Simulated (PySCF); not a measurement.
ReS(OH)2, doublet: computed properties

Level of theory: UPBE0/[Re def2-SVP with ECP60, S def2-SVP, O def2-SVP, H def2-SVP], scalar-relativistic core potentials, density fitting, no spin–orbit coupling, PySCF.

The structure is a minimum.

```xyz
6
charge 0 multiplicity 2, angstrom
Re   -0.0328    0.1396    0.0000
S     0.0000   -1.9401    0.0000
O     0.1337    1.0604    1.6061
O     0.1337    1.0604   -1.6061
H     0.9199    0.9918    2.1652
H     0.9199    0.9918   -2.1652
```

```json
{
 "Point group": "Cs",
 "Bond lengths": "O–H 0.967 Å (×2), Re–O 1.859 Å (×2), Re–S 2.080 Å",
 "Bond angles": "H–O–Re 122.5° (×2), O–Re–O 119.6°, O–Re–S 119.6° (×2)",
 "Atomisation energy without zero-point energy": "2057 kJ/mol",
 "Enthalpy at 298.15 K above 0 K": "18.65 kJ/mol",
 "Principal polarisabilities": "52.0, 56.7, 75.2 bohr³",
 "Rotational symmetry number": "1",
 "Lowest empty level (α)": "-3.14 eV",
 "Rotational constants": "0.1788, 0.1025, 0.06634 cm⁻¹",
 "Principal quadrupole moments (Buckingham, traceless) about the centre of mass": "-7.65, 1.75, 5.89 D Å",
 "Dipole moment": "2.57 D",
 "Entropy at 298.15 K and 1 bar (electronic part: spin only)": "347.0 J/(mol K)",
 "Spin squared ⟨S²⟩": "0.792",
 "Zero-point energy": "72.9 kJ/mol",
 "Heat capacity Cp at 298.15 K": "89.1 J/(mol K)",
 "Highest occupied level (β)": "-6.19 eV"
}
```

Harmonic modes (masses in u: Re 186.956, S 31.972, O 15.995, H 1.008):
| symmetry | ω (cm⁻¹) | IR (km/mol) | μ (u) |
| --- | --- | --- | --- |
| a'' | 119 | 29.4 | 10.51 |
| a' | 149 | 1.9 | 8.29 |
| a' | 189 | 0.9 | 8.35 |
| a'' | 281 | 108 | 1.10 |
| a' | 384 | 128 | 1.06 |
| a' | 577 | 33.7 | 32.02 |
| a'' | 627 | 276 | 1.38 |
| a' | 680 | 204 | 1.22 |
| a'' | 738 | 53.1 | 3.95 |
| a' | 743 | 43.3 | 6.18 |
| a'' | 3845 | 230 | 1.07 |
| a' | 3850 | 163 | 1.07 |

Charges (e):
| atom | Mulliken | Löwdin | polar tensor | spin (Mulliken) | Mayer order to Re1 |
| --- | --- | --- | --- | --- | --- |
| Re1 | 0.53 | -0.26 | 1.27 | 1.03 | – |
| S2 | -0.18 | 0.25 | -0.44 | -0.11 | 2.35 |
| O3,4 | -0.42 | -0.11 | -0.77 | 0.02 | 1.16 |
| H5,6 | 0.24 | 0.12 | 0.36 | 0.02 | 0.03 |
Other Mayer orders above 0.3: O–H 0.92 (×2).

Mulliken populations on Re1 (electrons outside its core potential): s 2.86, p 6.34, d 5.17, f 0.10.

Outer orbital energies (eV). α occupied: -11.73, -11.11, -10.09, -9.58, -8.79, -8.56, -6.61, -6.44; empty: -3.14, -1.23, -1.22, 0.33. β occupied: -11.75, -11.25, -10.83, -10.07, -9.55, -8.74, -8.33, -6.19; empty: -2.73, -2.33, -0.93, -0.83.

Only a few start shapes were tried, so a lower isomer may exist. Other spin states or occupations of the open shell can lie lower. No spin–orbit coupling is included, which matters more the heavier the element.

The final relaxation and frequency run took 2.4 min on 2 threads of a shared Arm Neoverse V2 host, with 88 basis functions and 20 gradients; the process peaked at 1.4 GiB.
